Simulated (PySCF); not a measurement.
**KMg: script and output**

File input.py (PySCF 2.14):

```python
from pyscf import gto, dft

mol = gto.M(
    atom='K 0 0 0; Mg 0 0 3.465',
    basis='cc-pvdz-dk',
    charge=0,
    spin=1,
    verbose=4,
)
mf = dft.ROKS(mol, xc='m06l')
mf = mf.sfx2c1e()
mf = mf.density_fit(auxbasis='def2-universal-jkfit')
mf.kernel()
g = mf.nuc_grad_method()
g.grid_response = True
g.kernel()
mf.dip_moment()
print('orbital energies (hartree):', mf.mo_energy[..., max(0, mol.nelec[1]-3):mol.nelec[0]+3].round(4))
```

```bash
$ OMP_NUM_THREADS=1 python input.py
```

It prints (some set-up lines and the per-cycle HOMO/LUMO lines with their warnings removed):

```
PySCF version 2.14.0

[INPUT] verbose = 4
[INPUT] num. atoms = 2
[INPUT] num. electrons = 31
[INPUT] charge = 0
[INPUT] spin (= nelec alpha-beta = 2S) = 1
[INPUT] symmetry False subgroup None
[INPUT] Mole.unit = angstrom
[INPUT] Symbol           X                Y                Z      unit          X                Y                Z       unit  Magmom
[INPUT]  1 K      0.000000000000   0.000000000000   0.000000000000 AA    0.000000000000   0.000000000000   0.000000000000 Bohr   0.0
[INPUT]  2 Mg     0.000000000000   0.000000000000   3.465000000000 AA    0.000000000000   0.000000000000   6.547901021618 Bohr   0.0

nuclear repulsion = 34.8203186406234
number of shells = 11
number of NR pGTOs = 123
number of NR cGTOs = 45
basis = cc-pvdz-dk
ecp = {}

******** <class 'pyscf.df.df_jk.DFsfX2C1eROKS'> ********
method = DFsfX2C1eROKS
initial guess = minao
damping factor = 0
level_shift factor = 0
DIIS = <class 'pyscf.scf.diis.CDIIS'>
diis_start_cycle = 1
diis_space = 8
diis_damp = 0
SCF conv_tol = 1e-09
SCF conv_tol_grad = None
SCF max_cycles = 50
direct_scf = False
num. doubly occ = 15  num. singly occ = 1
XC library pyscf.dft.libxc version 7.0.0
    S. Lehtola, C. Steigemann, M. J.T. Oliveira, and M. A.L. Marques.,  SoftwareX 7, 1–5 (2018)
XC functionals = m06l
    Y. Zhao and D. G. Truhlar.,  J. Chem. Phys. 125, 194101 (2006)
    Y. Zhao and D. G. Truhlar.,  J. Chem. Phys. 125, 194101 (2006)
    Y. Zhao and D. G. Truhlar.,  Theor. Chem. Acc. 120, 215 (2008)
radial grids:
    Treutler-Ahlrichs [JCP 102, 346 (1995); DOI:10.1063/1.469408] (M4) radial grids

becke partition: Becke, JCP 88, 2547 (1988); DOI:10.1063/1.454033
pruning grids: <function nwchem_prune>
grids dens level: 3
symmetrized grids: False
atomic radii adjust function: <function treutler_atomic_radii_adjust>
small_rho_cutoff = 0

******** <class 'pyscf.x2c.sfx2c1e.SpinFreeX2CHelper'> ********
approx = 1e
xuncontract = 1
Set gradient conv threshold to 3.16228e-05
tot grids = 38624
init E= -802.570962730391
cycle= 1 E= -802.542751075781  delta_E= 0.0282  |g|= 0.0303  |ddm|= 1.13
cycle= 2 E= -802.543542706912  delta_E= -0.000792  |g|= 0.0148  |ddm|= 0.52

cycle= 3 E= -802.543617894908  delta_E= -7.52e-05  |g|= 0.00989  |ddm|= 0.422

cycle= 4 E= -802.543815512213  delta_E= -0.000198  |g|= 0.00613  |ddm|= 0.331

cycle= 5 E= -802.54393204606  delta_E= -0.000117  |g|= 0.000925  |ddm|= 0.122

cycle= 6 E= -802.543934136752  delta_E= -2.09e-06  |g|= 0.000568  |ddm|= 0.0428

cycle= 7 E= -802.543935093495  delta_E= -9.57e-07  |g|= 7.87e-05  |ddm|= 0.0129

cycle= 8 E= -802.543935120425  delta_E= -2.69e-08  |g|= 5.63e-05  |ddm|= 0.00195

cycle= 9 E= -802.543935132976  delta_E= -1.26e-08  |g|= 8.43e-06  |ddm|= 0.0023

cycle= 10 E= -802.54393513349  delta_E= -5.14e-10  |g|= 1.9e-06  |ddm|= 0.000351

Extra cycle  E= -802.543935133483  delta_E= 7.28e-12  |g|= 2.17e-06  |ddm|= 8.14e-05
converged SCF energy = -802.543935133483

******** <class 'pyscf.df.grad.roks.Gradients'> for <class 'pyscf.df.df_jk.DFsfX2C1eROKS'> ********
unit = Eh/Bohr
grid_response = True
--------------- DFsfX2C1eROKS gradients ---------------
         x                y                z
0 K     0.0000000320    -0.0000000100     0.0058357326
1 Mg    -0.0000000320     0.0000000100    -0.0058357326
----------------------------------------------
Dipole moment(X, Y, Z, Debye):  0.00002, -0.00001, -1.64617
orbital energies (hartree): [-7.159e-01 -7.146e-01 -1.794e-01 -4.450e-02 -4.450e-02 -3.000e-02
  4.000e-04]
```

In short: E(SCF) = -802.543935 Eh, 10 cycles, μz(SCF) = -1.65 D, gradient on the second atom -0.0058 Eh/bohr.

Hardware: Arm Neoverse N1, 1 thread, shared host. Wall time 11 s, peak memory 0.26 GiB.

The bond length is a typed value, not an optimised one. No search for the lowest solution was made.
